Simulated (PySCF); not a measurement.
TiCl₃, SMILES [Cl][Ti+]([Cl])[Cl], charge +1, multiplicity 1. Coordinates come from a PBE-D3(BJ)/def2-SVP optimisation. The spin state was assumed, not searched. The isomer is the one that the SMILES or the coordinates give; other isomers of the formula were not compared.

Method: PBE-D3(BJ)/def2-SVP in PySCF.

Harmonic wavenumbers (cm⁻¹): 124, 138, 138, 451, 536, 536. Rotational constants (GHz): 2.217, 2.217, 1.200; symmetry number 3.

### Question
Work out the zero-point energy and the ideal-gas rigid-rotor harmonic-oscillator thermochemistry at 298.15 K and 1 atm.

### Answer
ZPE = ½ Σ hcν = ½ × 1922 cm⁻¹ = 2.75 kcal/mol. H − E(el) = 6.80 kcal/mol. Entropy in cal/(mol K): translation 41.01, rotation 26.21, vibration 10.66, total 77.87. G − E(el) = -16.42 kcal/mol. Cp = 17.41 cal/(mol K). Modes under 150 cm⁻¹ make the vibrational entropy uncertain.
